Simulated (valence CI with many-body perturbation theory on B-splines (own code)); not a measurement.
Values are calculated unless marked as measured or tabulated.
**Basis-set convergence for In36+**

Method: configuration interaction combined with many-body perturbation theory (CI+MBPT): three valence electrons over a frozen Dirac-Fock core [Ne], a basis of 9 s, 9 p, 8 d, 6 f, 3 g, 1 h functions for each j, with the one-electron correlation potential Σ1, the two-electron term Σ2, the three-electron term Σ3, Breit, model QED; selected CI, second order for the rest, scaled by the run's own slope (own B-spline code, finite nucleus).

The last digits are not significant, and no measured levels were compared; by estimate large intervals hold to a few tenths of a per cent, small ones and those within an open d or f shell to about a per cent.

The reference run has the lowest level (3s^2 3p1/2) J=1/2 and an ionisation energy of 2396.56 eV. Its largest variational space holds 8615 state functions.

Levels are named by their leading jj configuration (3d3/2^4 stands for four electrons in 3d with j = 3/2), which in mixed levels can hold well under half, so a name can repeat and another be missing. Letters in brackets count levels of one name in rising energy.

Changed runs:
A. basis 6 s, 6 p, 5 d, 3 f, 1 g
B. basis 5 s, 5 p, 4 d, 2 f

Excitation energies of the reference run in cm⁻¹, and shifts in cm⁻¹:

```
                     Level  Reference       A      B
        (3s^2 3p3/2) J=3/2     422428     -14    -31
        (3s 3p1/2^2) J=1/2     698992     -47   -161
(3s 3p1/2 3p3/2) J=3/2 [a]    1007810    -137   -427
    (3s 3p1/2 3p3/2) J=5/2    1083980     -51   -154
(3s 3p1/2 3p3/2) J=3/2 [b]    1194920     +29    +91
    (3s 3p1/2 3p3/2) J=1/2    1263380     +91   +308
        (3s 3p3/2^2) J=5/2    1447710     -61   -226
        (3s^2 3d3/2) J=3/2    1521830    +258   +812
        (3s^2 3d5/2) J=5/2    1653570    +291   +970
        (3s 3p3/2^2) J=1/2    1689050    +142   +451
        (3s 3p3/2^2) J=3/2    1728640    +149   +538
     (3p1/2^2 3p3/2) J=3/2    1922190     -13    -70
    Ionisation energy (eV)    2396.56  -0.017  -0.05
```
